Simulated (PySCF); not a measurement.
C₂H₆FNSi₂, SMILES N[Si@@H]1C=C[Si@@H]1F. Atoms are numbered in the order given.

```xyz
12

N      2.3259    -0.2036     0.7203
Si     0.6456    -0.5569     0.9026
C     -0.1514    -1.6599    -0.4261
C     -1.1239    -0.9081    -1.0098
Si    -1.0466     0.7394    -0.1007
F     -0.5654     1.9945    -1.0459
H      2.9451    -0.1521     1.5212
H      2.6821     0.3214    -0.0713
H      0.4985    -1.0598     2.3010
H      0.0481    -2.7020    -0.7138
H     -1.7813    -1.2887    -1.8026
H     -2.3191     1.2084     0.5258
```

Coordinates come from a B3LYP-D3(BJ)/def2-SVP optimisation. The structure was generated by enumeration; whether it is a known compound was not checked. The values are those of a single conformer.

Calculation: PySCF with PBE/pcSseg-1.

GIAO shieldings, no solvent; atoms listed in one row are averaged. δ = σ(ref) − σ: ¹⁵N against NH3 (σ = 267.0 ppm); ²⁹Si against TMS (σ = 335.4 ppm); ¹³C against TMS (σ = 182.0 ppm); ¹⁹F against CFCl3 (σ = 133.6 ppm); ¹H against TMS (σ = 31.49 ppm), references at their B3LYP-D3(BJ)/def2-TZVP geometries, non-relativistic.

Computed chemical shifts:
```
nucleus  atoms  count  δ (ppm)
-------  -----  -----  -------
¹⁵N         N1      1     22.9
²⁹Si       Si5      1     46.3
²⁹Si       Si2      1     -4.5
¹³C         C3      1    186.4
¹³C         C4      1    180.1
¹⁹F         F6      1   -229.0
¹H         H10      1     8.59
¹H         H11      1     8.35
¹H         H12      1     6.78
¹H          H9      1     5.90
¹H          H7      1     1.06
¹H          H8      1     0.67
```
